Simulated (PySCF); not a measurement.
Harmonic spectrum computed at B3LYP in the def2-TZVP basis family (core potentials from Rb on, PySCF, no spin–orbit coupling):

| symmetry | ω (cm⁻¹) | IR (km/mol) |
| --- | --- | --- |
| a1 | 78 | 57.2 |
| b2 | 389 | 73.7 |
| a1 | 416 | 49.3 |

Which molecule gave it? In each, all ligands are bound to the one heavy central atom.
A. BO₂ (doublet)
B. CO₂ (singlet)
C. KO₂ (quartet)
D. SrO₂ (triplet)

D. It has C2v symmetry with Sr–O 2.238 Å (×2).
